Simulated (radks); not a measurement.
Results of a calculation; reference values are marked as such.
The tin ion Sn1.1+, 48.9 electrons, occupied as [Kr] 4d10 5s1.9 5p1 (fractional occupations, a model configuration).

Level of theory: scalar-relativistic Kohn-Sham, BLYP, spin-unpolarised, spherical densities, finite nucleus; Fermi nuclear charge, rms radius 4.6519 fm (a radial shooting solver on a logarithmic mesh with Libxc functionals).

Energy parts (hartree):
| part | energy |
|---|---|
| total | -6177.35260 |
| kinetic | 6449.57286 |
| electron-nucleus | -14921.00713 |
| Hartree | 2459.23510 |
| exchange-correlation | -165.15344 |

Orbitals (lengths in bohr, moments of r in powers of bohr):
orbital  occ.  eigenvalue (hartree)     <r^2>   <1/r>      <r^4>
1s          2             -1066.685  0.001143   53.08  3.405e-06
2s          2             -161.3124   0.01857   12.11  0.0005924
2p          6             -144.8634   0.01466   11.65  0.0004260
3s          2             -31.38299    0.1317   4.300    0.02648
3p          6             -26.00793    0.1324   4.095    0.02802
3d         10             -17.72740    0.1175   3.865    0.02551
4s          2              -5.24404    0.7578   1.697     0.8563
4p          6              -3.61889    0.8966   1.540      1.250
4d         10              -1.27223     1.430   1.219      3.779
5s        1.9              -0.68585     5.970  0.5612      55.28
5p          1              -0.40499     9.485  0.4414      145.2

The highest occupied level is 5p at -11.020 eV. The electron density at the nucleus is 1.967e+05 e/bohr^3 (large components only). The density falls to 0.001 e/bohr^3 at r = 4.19 bohr. Summed over all electrons, <r^2> = 44.38 bohr^2, which gives a Langevin (diamagnetic) susceptibility term of -35.2 x 10^-6 cm^3/mol.
